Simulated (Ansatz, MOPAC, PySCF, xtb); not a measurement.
Complex: BiClH2 (SMILES [Cl][BiH2]) (first 4 atoms) with HF (SMILES F); geometry from B3LYP-D3(BJ)/def2-TZVP, rigid monomers moved along the line of their centres of mass till Cl1···H6 is 2.93 Å.
(charge 0, multiplicity 1):
```csv
atom,x (Å),y (Å),z (Å)
Cl,1.8430,-0.7569,1.4460
Bi,0.2613,0.5801,0.0195
H,-0.5686,-0.8841,-0.6133
H,1.3825,0.5393,-1.3942
F,-1.1033,-0.8819,3.7097
H,-0.2126,-1.1035,3.5063
```

Monomers are frozen at their geometry in the pair; levels with a basis set take the counterpoise correction.

The state reached by AM1 isn't checked.

Codes used: Ansatz (Gaussian orbitals); MOPAC for AM1 (differences of heats of formation); PySCF for the dispersion terms; xtb for the GFN methods.  In def2 rows elements past Kr take small-core potentials, without spin–orbit coupling.

Problem. One of these levels gives -4.15 kcal/mol for the interaction energy. Which one is it?
A) AM1
B) r2SCAN-D3(BJ)/def2-TZVPPD
C) GFN1-xTB

Solution. B, r2SCAN-D3(BJ)/def2-TZVPPD. The others give -12.75 (AM1), -3.79 (GFN1-xTB)

Ansatz is a program for electronic structure.
